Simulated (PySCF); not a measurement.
Members of one family of related compounds. The calculation used TDDFT CAM-B3LYP/def2-SVPD, vertical, gas phase, core orbitals frozen in the response in PySCF. Geometries: PBE0-D3(BJ)/def2-SVP; one conformer of each isolated species. Triplets are in the Tamm–Dancoff approximation. Relativistic effects are left out although some hold elements past zinc.

Question: Rank by computed HOMO–LUMO gap, lowest first.
A. GeCl2H2, `[Cl][GeH2][Cl]`
B. Ge(CN)2H2, `N#[C][GeH2][C]#N`
C. Ge(SMe)2H2, `C[S][GeH2][S]C`
D. Ge(NH2)2H2, `[NH2][GeH2][NH2]`
E. GeF2H2, `[F][GeH2][F]`
F. GeH2(NHMe)2, `C[NH][GeH2][NH]C`
G. Ge(GeH3)2H2, `[GeH3][GeH2][GeH3]`
H. Ge(SH)2H2, `[SH][GeH2][SH]`

Answer: C (8.68 eV), H (8.84 eV), F (9.04 eV), D (9.27 eV), G (9.53 eV), A (10.34 eV), B (11.37 eV), E (12.20 eV).

```tsv
SMILES	gap (eV)	T1 (eV)	first f ≥ 0.01 (nm)	α (au)	HOMO (eV)	S1 mainly
[H][Ge]([H])([S]C)[S]C	8.68	4.89	233	100.0	-8.12	H→L (69%)
[H][Ge]([H])([SH])[SH]	8.84	4.97	228	75.8	-8.68	H→L (85%)
[H][Ge]([H])([NH]C)[NH]C	9.04	5.56	194	73.7	-7.87	H→L (49%)
[H][Ge]([H])([NH2])[NH2]	9.27	5.62	205	49.3	-8.41	H→L (92%)
[H][Ge]([H])([GeH3])[GeH3]	9.53	5.95	181	104.3	-9.01	H→L (56%)
[H][Ge]([H])([Cl])[Cl]	10.34	6.26	182	58.2	-10.45	H→L (90%)
[H][Ge]([H])([C]#N)[C]#N	11.37	5.80	141	57.0	-11.62	H→L (44%)
[H][Ge]([H])([F])[F]	12.20	7.76	132	29.7	-11.59	H→L (98%)
```

H and L stand for HOMO and LUMO.

- `[H][Ge]([H])([S]C)[S]C`: Löwdin shares by element: HOMO sulfur 76%, carbon 7% or more, germanium 6%; LUMO sulfur 53%, germanium 20%, hydrogen 11% or more (atoms not listed hold the other 17%).
- `[H][Ge]([H])([SH])[SH]`: Löwdin shares by element: HOMO sulfur 85%, germanium 6%; LUMO sulfur 56%, germanium 23%, hydrogen 9% or more.
- `[H][Ge]([H])([NH]C)[NH]C`: Löwdin shares by element: HOMO nitrogen 61%, carbon 11% or more, germanium 8% (atoms not listed hold the other 21%); LUMO germanium 36%, hydrogen 16% or more, carbon 11% or more (atoms not listed hold the other 37%).
- `[H][Ge]([H])([NH2])[NH2]`: Löwdin shares by element: HOMO nitrogen 81% (atoms not listed hold the other 19%); LUMO germanium 43%, nitrogen 18%, hydrogen 8% or more (atoms not listed hold the other 31%).
- `[H][Ge]([H])([GeH3])[GeH3]`: Löwdin shares by element: HOMO germanium 76%, hydrogen 6% or more (atoms not listed hold the other 18%); LUMO germanium 59%, hydrogen 10% or more (atoms not listed hold the other 32%).
- `[H][Ge]([H])([Cl])[Cl]`: Löwdin shares by element: HOMO chlorine 67%, germanium 16%, hydrogen 9% or more; LUMO chlorine 46%, germanium 29%, hydrogen 12% or more.
- `[H][Ge]([H])([C]#N)[C]#N`: Löwdin shares by element: HOMO nitrogen 40%, carbon 33% (atoms not listed hold the other 28%); LUMO carbon 30%, germanium 29%, nitrogen 14% or more (atoms not listed hold the other 28%).
- `[H][Ge]([H])([F])[F]`: Löwdin shares by element: HOMO hydrogen 40%, germanium 30%, fluorine 15% or more (atoms not listed hold the other 15%); LUMO germanium 46%, hydrogen 30%, fluorine 12% or more.
